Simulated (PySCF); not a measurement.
C2H6AlF, SMILES [F][Al]([CH3])[CH3]. Heavy atoms are numbered as in [Al:1]([CH3:2])([CH3:6])[F:10]. Hydrogens are named by the atom that carries them.

Coordinates come from a PBE0-D3(BJ)/def2-SVP optimisation. The isomer is the one that the SMILES or the coordinates give; other isomers of the formula were not compared.

Method: PBE/pcSseg-1 in PySCF.

GIAO shieldings, no solvent; atoms alike by connectivity are averaged. δ = σ(ref) − σ: ¹³C against TMS (σ = 182.0 ppm); ¹H against TMS (σ = 31.49 ppm); ¹⁹F against CFCl3 (σ = 133.6 ppm), references at their B3LYP-D3(BJ)/def2-TZVP geometries, non-relativistic.

| nucleus | atoms | count | δ (ppm) |
|---|---|---|---|
| ¹³C | C2 (CH3) | 2 | -9.5 |
| ¹H | H on C2 | 6 | -0.08 |
| ¹⁹F | F10 | 1 | -140.0 |
